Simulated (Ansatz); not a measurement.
Geometry optimisation, Ansatz, UKS PBE0-D4/def2-SVP.

The input (input.yaml):

```yaml
crystal:
  periodic: [false, false, false]
  atoms:
    - { symbol: Ga, position_ang: [-1.0e-06, 3.0e-06, -0.320499] }
    - { symbol: Cl, position_ang: [1.6e-05, -2.6e-05, 3.1208] }
    - { symbol: H, position_ang: [1.402022, 2.0e-06, -1.087707] }
    - { symbol: H, position_ang: [-1.402024, 2.0e-06, -1.087706] }
    - { symbol: H, position_ang: [-1.2e-05, 1.9e-05, 4.455112] }
magnetization:
  spin_polarized: true
  initial_magnetization: 1
basis:
  gaussian: { orbitals: def2-SVP }
hamiltonian:
  xc: pbe0
  dispersion: d4
relax:
  f_tol: 0.03
  max_steps: 50
```

Command:

```bash
$ ansatz run input.yaml --threads 1 --pin off --max-ram 2048MiB --backend cpu --events-out ev --progress --plain --runs-dir out
```

Question: Where does it end, and by what steps?

Answer: It converged. After 3 steps the energy has fallen by 0.040 eV; Cl2 moved furthest, 0.24 Å.

```csv
step,energy less start (eV),largest force component (eV/Å),accepted
0,0.0000,1.209,yes
1,-0.0343,0.587,yes
2,-0.0400,0.143,yes
3,-0.0404,0.004,yes
```

```xyz
5
Properties=species:S:1:pos:R:3
Ga 0.000 0.000 -0.444
Cl 0.000 0.000 3.361
H 1.383 0.000 -1.243
H -1.383 0.000 -1.243
H 0.000 0.000 4.649
```

Whether the end is a true minimum wasn't checked by a vibrational analysis.

Run time: 17 s on 1 thread of AMD EPYC 7R43 64-Core Processor (Zen 3), with other jobs on the host, peak memory 0.17 GiB.
